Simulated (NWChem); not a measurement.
Plane-wave run on C (space group Fd-3m)

```
C
1.0
    0.00000     1.78500     1.78500
    1.78500     0.00000     1.78500
    1.78500     1.78500     0.00000
C
2
Cartesian
  0.00000   0.00000   0.00000
  0.89250   0.89250   0.89250
```

The numbers come from NWChem runs, not from measurements. Origin of the cell: lattice from a package's table, not relaxed.

Norm-conserving pseudopotentials with valence charges C 4, fixed occupations, no spin-orbit coupling, density cut at twice the wavefunction cutoff.

Level: LDA (Vosko), default library, cutoff 35 Ha, density from a 6×6×6 mesh. Bands run along Γ–X–U|K–Γ–L–W–X with k in units of the cell's reciprocal vectors.

Task: What gap does the band structure show, and how wide is the group of occupied bands?

Result: It shows an indirect gap along this path of 4.16 eV from Γ to (0.36, 0.00, 0.36) (smallest direct gap on this path 5.56 eV). The 4 occupied bands reach 21.2 eV below the valence-band top.
